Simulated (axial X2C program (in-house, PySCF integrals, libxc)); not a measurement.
Outer orbitals of MoSi⁺ at 2.479 Å, HF

Computed with an in-house all-electron X2C program for linear molecules (integrals from PySCF). Spin-free means the one-electron spin-free X2C Hamiltonian; two-component (2c) means X2C with spin–orbit coupling and atomic mean-field two-electron Coulomb and Gaunt terms, so the difference of the two also holds small scalar two-electron terms. Basis: Mo dyall-cv3z [11s12p9d5f3g], Si dyall-v3z [8s7p2d1f] (cores contracted in-house); Gaussian nuclei, density fitting, unrestricted open shells. Masses: Mo 97.905 u, Si 27.977 u.

The distance is close to the 2c PBE0 minimum; the highest filled and lowest empty levels are listed.

Spin-free orbitals, state M_S = 5/2, Λ = 0 (beyond evenly filled blocks: σα, π+α, π-α, δ+α, δ-α) (Löwdin shares):

| symmetry | occupied | ε (eV) | atomic character |
| --- | --- | --- | --- |
| σα | yes | -21.40 | 60% Si s, 16% Mo d, 11% Mo p |
| σβ | yes | -20.98 | 67% Si s, 11% Mo p, 11% Mo d |
| δ+α | yes | -15.77 | 100% Mo d |
| δ-α | yes | -15.77 | 100% Mo d |
| π-α | yes | -15.49 | 89% Mo d, 6% Si p, 3% Si d |
| π+α | yes | -15.49 | 89% Mo d, 6% Si p, 3% Si d |
| σα | yes | -15.39 | 73% Mo d, 12% Si p, 8% Si s |
| σβ | yes | -13.19 | 78% Si p, 8% Mo d, 6% Mo s |
| σα | yes | -12.76 | 54% Si p, 34% Mo s, 6% Mo d |
| π-α | no | -5.21 | 58% Si p, 27% Mo p, 10% Mo d |
| π+α | no | -5.21 | 58% Si p, 27% Mo p, 10% Mo d |
| π-β | no | -5.10 | 71% Si p, 14% Mo d, 10% Mo p |
| π+β | no | -5.10 | 71% Si p, 14% Mo d, 10% Mo p |

Spinors with spin–orbit coupling (state Ω = 5/2):

| ω | occupied | ε (eV) | atomic character | λ mixture |
| --- | --- | --- | --- | --- |
| 1/2 | yes | -21.39 | 60% Si s, 17% Mo d, 11% Mo p | 100% σ |
| -1/2 | yes | -20.98 | 67% Si s, 11% Mo p, 11% Mo d | 100% σ |
| -3/2 | yes | -15.88 | 100% Mo d | 100% δ |
| 5/2 | yes | -15.67 | 100% Mo d | 100% δ |
| -1/2 | yes | -15.55 | 89% Mo d, 6% Si p, 3% Si d | 100% π |
| 3/2 | yes | -15.44 | 89% Mo d, 7% Si p, 3% Si d | 100% π |
| 1/2 | yes | -15.39 | 73% Mo d, 12% Si p, 8% Si s | 100% σ |
| -1/2 | yes | -13.19 | 78% Si p, 8% Mo d, 6% Mo s | 100% σ |
| 1/2 | yes | -12.76 | 54% Si p, 34% Mo s, 6% Mo d | 100% σ |
| -1/2 | no | -5.23 | 58% Si p, 27% Mo p, 10% Mo d | 100% π |
| 3/2 | no | -5.18 | 58% Si p, 26% Mo p, 10% Mo d | 100% π |
| 1/2 | no | -5.11 | 71% Si p, 14% Mo d, 10% Mo p | 100% π |
| -3/2 | no | -5.09 | 71% Si p, 14% Mo d, 10% Mo p | 100% π |

Mulliken charges and populations of the two-component result (they depend on the basis, above all on diffuse functions):

Mo 0.48 e (s 8.63 p 18.09 d 14.78 f 0.01), Si 0.52 e (s 5.92 p 7.49 d 0.06 f 0.01). ⟨Lz⟩ = 0.00 ħ and ⟨Sz⟩ = 2.50 ħ (2.55 and -0.05 on the two atoms), which add up to Ω.

Occupations by symmetry block were frozen at the best pattern of an incomplete PBE0 search. Other states lie close and PBE0, whose exact exchange favours high spin, may order them wrongly; the determinant shown need not be the ground state. The nearest other spin-free determinant of the search, M_S = 3/2, Λ = 1, lies 0.30 eV up at the distance of the search. With several unpaired electrons one determinant need not be a pure state. This is the top spin component of a Σ state; components of lower Ω are not single determinants and can lie lower. The determinant is spin-polarised beyond a pure state at some levels (its spin-free form has ⟨S²⟩ too high), which makes Re and μ there less reliable.
